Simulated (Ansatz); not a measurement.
Si₁₉PH₃₀, a doped nanocrystal cut from the lattice of silicon (P on a surface site), 50 atoms. Hardware: 4 threads of AMD EPYC 7R13 on a shared host and a share (37 GiB) of an NVIDIA H100 80GB HBM3.

Correlated methods freeze 100 core orbitals. Single mean-field runs in def2-SVP, def2-TZVP are fitted with def2-universal-jkfit.

(1) How many basis functions does each of these Ansatz runs have, and roughly what does it cost? PBE-D4/def2-TZVP, charge 0 doublet, energy and forces, from earlier orbitals; PBE-D4/def2-SVP, charge 0 doublet, energy, from earlier orbitals; MP2/def2-SVP, charge 0 doublet, energy, from earlier orbitals; PBE0-D4/def2-TZVP, charge 0 doublet, energy, from earlier orbitals; PBE0-D4/def2-SVP, charge 0 doublet, energy, from earlier orbitals; PBE-D4/def2-SVP, charge 0 doublet, relaxation, 11 steps; r2SCAN-D4/def2-TZVP, charge 0 doublet, energy, from earlier orbitals; revPBE-D4/def2-TZVP, charge 0 doublet, energy, from earlier orbitals.

Answers

(1) Other jobs shared the machine, so times can vary by a factor of up to 3.

```json
{"run": "PBE-D4/def2-SVP, charge 0 doublet, energy, from earlier orbitals", "functions": "510", "fitting or Cholesky vectors": "3100", "wall time": "6.5 s", "peak host memory (GiB)": "1.2"}
{"run": "PBE0-D4/def2-SVP, charge 0 doublet, energy, from earlier orbitals", "functions": "510", "fitting or Cholesky vectors": "3100", "wall time": "7.5 s", "peak host memory (GiB)": "1.2"}
{"run": "MP2/def2-SVP, charge 0 doublet, energy, from earlier orbitals", "functions": "510", "fitting or Cholesky vectors": "4902", "wall time": "8 s", "peak host memory (GiB)": "1.2"}
{"run": "revPBE-D4/def2-TZVP, charge 0 doublet, energy, from earlier orbitals", "functions": "920", "fitting or Cholesky vectors": "3100", "wall time": "11 s", "peak host memory (GiB)": "1.4"}
{"run": "r2SCAN-D4/def2-TZVP, charge 0 doublet, energy, from earlier orbitals", "functions": "920", "fitting or Cholesky vectors": "3100", "wall time": "14 s", "peak host memory (GiB)": "1.7"}
{"run": "PBE-D4/def2-TZVP, charge 0 doublet, energy and forces, from earlier orbitals", "functions": "920", "fitting or Cholesky vectors": "3100", "wall time": "16 s", "peak host memory (GiB)": "1.4"}
{"run": "PBE0-D4/def2-TZVP, charge 0 doublet, energy, from earlier orbitals", "functions": "920", "fitting or Cholesky vectors": "3100", "wall time": "23 s", "peak host memory (GiB)": "1.4"}
{"run": "PBE-D4/def2-SVP, charge 0 doublet, relaxation, 11 steps", "functions": "510", "fitting or Cholesky vectors": "3100", "wall time": "73 s", "peak host memory (GiB)": "1.1"}
```
